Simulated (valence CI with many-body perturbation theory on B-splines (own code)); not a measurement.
**E1 line list for Sc XVI**

Method: valence CI with perturbative core correlation (CI+MBPT): four valence electrons over a frozen Dirac-Fock core [He], a basis of 11 s, 11 p, 9 d, 7 f, 5 g, 2 h, 1 i functions for each j, with the one-electron correlation potential Σ1, the two-electron term Σ2, the three-electron term Σ3, Breit, model QED; selected CI, second order for the rest (own B-spline code, finite nucleus).

No measured spectrum was set against this ion. As an estimate, levels of excited configurations hold to 0.05 to 0.15 % of their energy, terms of the ground configuration to about 0.5 %.

Lines 201 to 227 of 227 in falling wavelength, among levels below 656.15 eV, chosen from the strongest by gf and those to the six lowest levels. Wavelengths and rates use the calculated energies, so an error of 400 cm⁻¹ moves a line at 1.989 nm by 0.008 % and its rate by three times that or more. Electric multipoles are in the length gauge, E1 and E2 with the static RPA response of the core. Weak lines are less certain than strong ones. Lines between different terms over intervals too small for the method are left out, as are lines whose strength nearly cancels. The highest levels of a list are the least certain.

Names give the largest LS component (configuration and term), which can be under half, so a name can repeat, a term be missing and a line seem to break the LS rules; names also repeat where a configuration has a term twice.

```
λ vac (nm)          Upper        Lower   A (s⁻¹)  log gf  Branch %
     1.989  2s²2p3d ¹P°_1  2s²2p² ³P_0  2.17e+10   -2.41       0.3
     1.986  2s2p²3p ⁵D°_1  2s²2p² ³P_0  1.85e+11   -1.49      23.2
     1.983  2s2p²3p ⁵P°_3  2s²2p² ³P_2  1.35e+11   -1.25      93.8
     1.982  2s2p²3p ³S°_1  2s²2p² ³P_0  1.96e+11   -1.46      16.9
     1.980  2s2p²3p ⁵P°_1  2s²2p² ³P_1  9.18e+10   -1.79      23.7
     1.980  2s2p²3p ⁵P°_2  2s²2p² ³P_1  7.82e+10   -1.64      97.6
     1.974  2s2p²3p ³D°_2  2s²2p² ³P_2  1.77e+11   -1.29       8.5
     1.972  2s2p²3p ⁵P°_1  2s²2p² ³P_0  1.99e+11   -1.46      51.2
     1.970  2s2p²3p ³D°_1  2s²2p² ³P_1  7.86e+11   -0.86      36.8
     1.966  2s2p²3p ⁵S°_2  2s²2p² ³P_2  4.45e+10   -1.89      75.2
     1.966  2s2p²3p ³D°_3  2s²2p² ³P_2  1.95e+12   -0.10      96.3
     1.965  2s2p²3p ³D°_2  2s²2p² ³P_1  1.90e+12   -0.26      91.1
     1.961  2s2p²3p ³D°_1  2s²2p² ³P_0  1.32e+12   -0.64      61.9
     1.961  2s2p²3p ³P°_1  2s²2p² ³P_2  1.31e+12   -0.65      60.8
     1.959  2s2p²3p ³P°_2  2s²2p² ³P_2  1.79e+12   -0.29      85.1
     1.958  2s2p²3p ⁵S°_2  2s²2p² ³P_1  9.39e+09   -2.57      15.9
     1.956  2s2p²3p ³P°_0  2s²2p² ³P_1  2.09e+12   -0.92      98.2
     1.953  2s2p²3p ³P°_1  2s²2p² ³P_1  4.50e+11   -1.11      20.9
     1.951  2s2p²3p ³P°_2  2s²2p² ³P_1  2.40e+11   -1.16      11.4
     1.944  2s2p²3p ³P°_1  2s²2p² ³P_0  3.13e+11   -1.27      14.6
     1.942  2s2p²3p ³F°_2  2s²2p² ¹D_2  8.43e+11   -0.62      87.8
     1.938  2s2p²3p ³F°_3  2s²2p² ¹D_2  4.85e+10   -1.72      61.0
     1.936  2s2p²3p ¹D°_2  2s²2p² ¹D_2  1.76e+12   -0.31      93.2
     1.913  2s2p²3p ³F°_2  2s²2p² ³P_2  9.69e+10   -1.58      10.1
     1.909  2s2p²3p ³F°_3  2s²2p² ³P_2  2.48e+10   -2.02      31.2
     1.907  2s2p²3p ¹D°_2  2s²2p² ³P_2  9.02e+10   -1.61       4.8
     1.899  2s2p²3p ¹D°_2  2s²2p² ³P_1  1.57e+10   -2.37       0.8
```

Problem. How does gf follow from A for the line at 1.938 nm?

Solution. gf = 1.4992 × (2J+1)_upper × A / σ², with σ = 5159427 cm⁻¹ and 2J+1 = 7: gf = 0.0191.
